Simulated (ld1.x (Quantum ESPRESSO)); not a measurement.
**Ranking TM potentials for oxygen**

All share these settings but for the change named:

ld1.x (Quantum ESPRESSO) 7.5 input, shortened:

```
&input
   title='O', zed=8., rel=1, dft='PBE', iswitch=3,
   config='[He] 2s2 2p2 3d-2'
 /
 &inputp
   pseudotype=2, tm=.true., lloc=-1, rcloc=0.55,
   nlcc=.false.
 /
3
2S  1  0   2.00   0.00  0.75  0.75  0.0
2P  2  1   2.00   0.00  1.10  1.10  0.0
3D  3  2  -2.00   0.25  0.95  0.95  0.0
 &test
   configts(1)='2s2 2p2'
 /
```

Test errors are all-electron minus pseudo excitation energies from the reference, over 2s2 2p4; 2s2 2p3; 2s2 2p1; 2s1 2p4; 2s2 2p0; 2s0 2p6; 2s2 2p4.3. None of these files shows a bound ghost.

The base gives 569.2 meV.

Of 7 variants that were run, those that failed, showed a ghost or another fault, or gave nearly equal values are left out.

A variant can come out equal or close to the base, since the largest error may sit in a test that the change hardly touches while other tests move.

Task: Rank these variants by their largest absolute test error, smallest first.
A. wave 2s (bound): rc 0.75 bohr becomes 2s (bound): rc 1.02 bohr
B. wave 2s (bound): rc 0.75 bohr becomes 2s (bound): rc 0.72 bohr
C. wave 2s (bound): rc 0.75 bohr becomes 2s (bound): rc 0.50 bohr

Result: B (569.6 meV), A (644.2 meV), C (839.7 meV).
